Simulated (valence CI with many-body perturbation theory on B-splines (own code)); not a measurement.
**Energy levels of Dy33+**

Method: valence CI with perturbative core correlation (CI+MBPT): five valence electrons over a frozen Dirac-Fock core [Ar] 3d10, a basis of 9 s, 9 p, 8 d, 6 f, 3 g, 1 h functions for each j, with the one-electron correlation potential Σ1 (screened to all orders), the two-electron term Σ2, the three-electron term Σ3, Breit, model QED; selected single and double excitations, second order for the rest (own B-spline code, finite nucleus).

No measured spectrum was set against this ion. As an estimate, large intervals hold to a few tenths of a per cent, small ones and those within an open d or f shell to about a per cent. Among the levels kept, up to 270 cm⁻¹ of a level comes from second order outside the variational space, and about a tenth of that is noise between levels of different J, which matters for small intervals.

Levels 1 to 45 of 51, with energies above the lowest level, (4s^2 4p1/2^2 4p3/2) J=3/2. "Leading %" is the weight of the configuration and term that name the level; weights of strongly mixed levels are sums over their largest components and can fall short. In the jj column 3d3/2^4 stands for four electrons in 3d with j = 3/2. Lifetimes count E1, E2, E3, M1 and M2 decay at the calculated energies, and are blank where another channel may lead or the interval is too uncertain; long ones can be off by a factor of two.

```csv
No.,Configuration,Term,J,E (cm⁻¹),Leading %,g,Leading jj,Lifetime
1,4s²4p³,²P°,3/2,0,45,1.390,4s^2 4p1/2^2 4p3/2 (98 %),
2,4s²4p³,⁴S°,3/2,371780,53,1.444,4s^2 4p1/2 4p3/2^2 (98 %),967 ns
3,4s²4p³,²D°,5/2,408720,99,1.197,4s^2 4p1/2 4p3/2^2 (99 %),4.83 μs
4,4s²4p³,²P°,1/2,455160,98,0.661,4s^2 4p1/2 4p3/2^2 (98 %),1.28 μs
5,4s²4p³,²P°,3/2,833090,53,1.292,4s^2 4p3/2^3 (98 %),454 ns
6,4s4p⁴,⁴P,5/2,985910,68,1.492,4s 4p1/2^2 4p3/2^2 (88 %),55.8 ps
7,4s²4p²4d,⁴F,3/2,1002400,30,0.861,4s^2 4p1/2^2 4d3/2 (83 %),409 ps
8,4s4p⁴,²S,1/2,1100700,52,2.183,4s 4p1/2^2 4p3/2^2 (90 %),8.89 ps
9,4s4p⁴,²D,3/2,1126000,29,1.111,4s 4p1/2^2 4p3/2^2 (72 %),4.44 ps
10,4s²4p²4d,⁴D,5/2,1156600,24,1.201,4s^2 4p1/2^2 4d5/2 (85 %),6.18 ps
11,4s4p⁴,⁴P,3/2,1366600,30,1.211,4s 4p1/2 4p3/2^3 (47 %),34.0 ps
12,4s²4p²4d,⁴F,5/2,1379700,40,1.015,4s^2 4p1/2 4p3/2 4d3/2 (89 %),562 ps
13,4s²4p²4d,⁴D,1/2,1381300,70,0.329,4s^2 4p1/2 4p3/2 4d3/2 (91 %),112 ps
14,4s²4p²4d,²P,3/2,1386800,33,1.245,4s^2 4p1/2 4p3/2 4d3/2 (45 %),53.2 ps
15,4s²4p²4d,²G,7/2,1418900,41,1.069,4s^2 4p1/2 4p3/2 4d3/2 (92 %),28.9 ns
16,4s4p⁴,²D,5/2,1427200,44,1.193,4s 4p1/2 4p3/2^3 (59 %),43.6 ps
17,4s²4p²4d,⁴D,7/2,1470100,47,1.311,4s^2 4p1/2 4p3/2 4d5/2 (98 %),2.45 ns
18,4s4p⁴,²P,1/2,1493700,29,1.250,4s 4p1/2 4p3/2^3 (43 %),2.40 ps
19,4s²4p²4d,²G,9/2,1510000,56,1.205,4s^2 4p1/2 4p3/2 4d5/2 (98 %),
20,4s²4p²4d,⁴P,5/2,1512000,39,1.264,4s^2 4p1/2 4p3/2 4d3/2 (60 %),1.41 ps
21,4s²4p²4d,²D,3/2,1514100,26,1.201,4s^2 4p1/2 4p3/2 4d3/2 (66 %),1.12 ps
22,4s²4p²4d,⁴D,3/2,1529100,40,1.115,4s^2 4p1/2 4p3/2 4d5/2 (50 %),3.69 ps
23,4s²4p²4d,²S,1/2,1559300,35,1.938,4s^2 4p1/2 4p3/2 4d3/2 (56 %),1.47 ps
24,4s²4p²4d,⁴D,5/2,1572500,37,1.175,4s^2 4p1/2 4p3/2 4d5/2 (49 %),2.41 ps
25,4s²4p²4d,²F,7/2,1594000,41,1.090,4s^2 4p1/2 4p3/2 4d5/2 (84 %),4.07 ps
26,4s²4p²4d,²P,3/2,1594500,39,1.396,4s^2 4p1/2 4p3/2 4d5/2 (50 %),1.89 ps
27,4s²4p²4d,²D,5/2,1620700,53,1.202,4s^2 4p1/2 4p3/2 4d5/2 (79 %),1.59 ps
28,4s²4p²4d,²D,3/2,1634600,56,0.868,4s^2 4p1/2 4p3/2 4d5/2 (66 %),3.17 ps
29,4s²4p²4d,²P,1/2,1666700,63,1.041,4s^2 4p1/2 4p3/2 4d5/2 (70 %),1.77 ps
30,4s²4p²4d,²S,1/2,1853200,23,1.695,4s 4p3/2^4 (46 %),6.33 ps
31,4s²4p²4d,²P,1/2,1886300,56,1.137,4s^2 4p3/2^2 4d3/2 (70 %),1.71 ps
32,4s²4p²4d,²D,3/2,1888500,38,1.166,4s^2 4p3/2^2 4d3/2 (89 %),1.20 ps
33,4s²4p²4d,²F,7/2,1889700,45,1.271,4s^2 4p3/2^2 4d5/2 (90 %),13.7 ps
34,4s²4p²4d,²D,5/2,1894200,32,1.207,4s^2 4p3/2^2 4d3/2 (81 %),1.32 ps
35,4s²4p²4d,⁴F,9/2,1903000,56,1.234,4s^2 4p3/2^2 4d5/2 (97 %),804 ns
36,4s²4p²4d,²F,7/2,1922300,68,1.086,4s^2 4p3/2^2 4d3/2 (83 %),1.35 ps
37,4s²4p²4d,²D,3/2,1965100,60,0.934,4s^2 4p3/2^2 4d3/2 (81 %),1.42 ps
38,4s²4p²4d,²D,5/2,1993800,79,1.204,4s^2 4p3/2^2 4d5/2 (97 %),507 ps
39,4s4p³4d,⁶D°,5/2,1994000,30,1.326,4s 4p1/2^2 4p3/2 4d3/2 (89 %),46.1 ps
40,4s4p³4d,⁶D°,3/2,1998100,37,1.419,4s 4p1/2^2 4p3/2 4d3/2 (90 %),32.9 ps
41,4s4p³4d,⁶D°,1/2,1998100,44,2.664,4s 4p1/2^2 4p3/2 4d3/2 (90 %),57.1 ps
42,4s4p³4d,⁶D°,7/2,2011400,31,1.348,4s 4p1/2^2 4p3/2 4d3/2 (74 %),90.4 ps
43,4s²4p²4d,²D,3/2,2056900,47,1.124,4s^2 4p3/2^2 4d5/2 (85 %),1.85 ps
44,4s²4p²4d,²S,1/2,2063100,21,1.739,4s 4p3/2^4 (47 %),1.30 ps
45,4s4p³4d,⁴F°,3/2,2067700,30,0.956,4s 4p1/2^2 4p3/2 4d3/2 (70 %),9.88 ps
```

The ionisation energy to 4s²4p² ³P0 of the next ion comes out as 1372.7 eV (NIST: 1371 ± 5 eV (theoretical)). All 51 levels together are meant to be complete up to 2158400 cm⁻¹.
